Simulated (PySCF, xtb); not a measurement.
BClH4N2, SMILES NB(N)Cl.

GFN2-xTB (xtb) at its own geometry gives an orbital gap of 6.78 eV and a dipole moment of 4.02 D.

Geometry optimised at PBE-D3(BJ)/def2-SVP. The values are those of a single conformer.

**Question.** What does PBE0/def2-TZVPD run with PySCF give? (Estimate from the structure and the level; the computed values follow.)

**Answer.** gap 7.23 eV (levels -7.39 and -0.16 eV), dipole 2.84 D.
